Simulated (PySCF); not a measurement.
**A thermochemical cycle for SnP**

PBE in PySCF with def2-SVPD on every atom (core potentials on Sn), for the lowest determinant that a PBE0 search found; no spin–orbit coupling. SnP, a doublet (π ↑), has De = 3.15 eV to neutral atoms, and SnP⁺, a triplet (π ↑↑), has De = 2.54 eV to Sn⁺ + P.

The adiabatic ionisation energy of SnP, between the minima, is 7.86 eV.

Problem. Which ionisation energy of the Sn atom does this level give?

Solution. IE(Sn) = IE(molecule) + De(ion) − De(neutral) = 7.86 + 2.54 − 3.15 = 7.25 eV; the measured value is 7.344 eV (NIST ASD).

These are scalar-relativistic numbers at best; spin–orbit coupling would shift them, the dissociation energy most. For an ion De counts to the pair picked by the measured ionisation energies or electron affinities, which need not be the lowest pair at this level. States were picked by a PBE0 search and need not be the measured ground states.
